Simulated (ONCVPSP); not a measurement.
**Which change was made? (B, ONCV)**

```
Element                 : boron
Generator               : ONCVPSP 4.0.1
Type                    : optimised norm-conserving Vanderbilt (ONCV)
Functional              : PBE
Relativity              : scalar-relativistic
Frozen core             : [He]
Valence charge          : 3
Reference configuration : 2s1.75 2p1.25
Partial waves           : 2s: rc 1.10 bohr, ncon 3, nbas 7, qcut 7 1/bohr, 2 projectors, debl 0.9 Ha; 2p: rc 3.20 bohr, ncon 4, nbas 7, qcut 3.6 1/bohr, 2 projectors, debl 0.4 Ha
Local potential         : polynomial inside 0.95 bohr (lpopt 5, dvloc0 1 Ha)
Core correction         : polynomial model core, fcfact 0.5
```

Cutoffs, loose and tight: the cutoffs (Ha) at which the residual kinetic energy of the hardest occupied pseudo-wave falls to 1 and 0.1 mHa per electron. They do not see the model core or the augmentation charge, which bear on the density cutoff. Test errors are all-electron minus pseudo excitation energies from the reference, over the configurations 2s2 2p1; 2s2 2p0; 2s1 2p0; 2s0 2p3; variants that change the core or the reference have their own tests.

The base gives: outcome: generated; cutoff, loose: 13 Ha; cutoff, tight: 17 Ha; bound ghosts: none; GHOST(+) flags above zero: none; largest test error (meV): +514.

(1) After one change the result is: outcome: generated; cutoff, loose: 269 Ha; cutoff, tight: 314 Ha; bound ghosts: s; GHOST(+) flags above zero: s; largest test error (meV): +509. Which change was it?
A. s: rc 0.86; local potential polynomial inside 0.86 bohr (lpopt 5, dvloc0 1 Ha)
B. s: rc 0.76; local potential polynomial inside 0.76 bohr (lpopt 5, dvloc0 1 Ha)
C. s: rc 0.96

## Answers

(1) B. The others give: s: rc 0.96 → outcome: generated; cutoff, loose: 12 Ha; cutoff, tight: 96 Ha; bound ghosts: s; GHOST(+) flags above zero: none; largest test error (meV): +509 | s: rc 0.86; local potential polynomial inside 0.86 bohr (lpopt 5, dvloc0 1 Ha) → outcome: generated; cutoff, loose: 110 Ha; cutoff, tight: 210 Ha; bound ghosts: s, p; GHOST(+) flags above zero: none; largest test error (meV): +509.
